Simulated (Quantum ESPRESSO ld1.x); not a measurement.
Results of a calculation; reference values are marked as such.
Question: C I, 6 electrons, occupied as [He] 2s2 2p2. Code: ld1.x of Quantum ESPRESSO 7.5. Model: scalar-relativistic Kohn-Sham, LDA (Slater exchange, Perdew-Zunger correlation), spin-polarised, spherical densities, point nucleus; open shells are filled with parallel spins first. Some entries of the table are withheld. Estimate them.

| orbital | occ. | eigenvalue (eV) | <r> (bohr) |
|---|---|---|---|
| 1s up | 1 | -270.623 | 0.2731 |
| 1s down | 1 | -269.712 | 0.2722 |
| 2s up | 1 | (1) | (2) |
| 2s down | 1 | (3) | (4) |
| 2p up | 2 | -6.1421 | (5) |
| 2p down | 0 | -3.8754 | (6) |

Answer: 
(1) 2s up eigenvalue (eV): -14.4190
(2) 2s up <r> (bohr): 1.565
(3) 2s down eigenvalue (eV): -11.9482
(4) 2s down <r> (bohr): 1.627
(5) 2p up <r> (bohr): 1.738
(6) 2p down <r> (bohr): 1.950
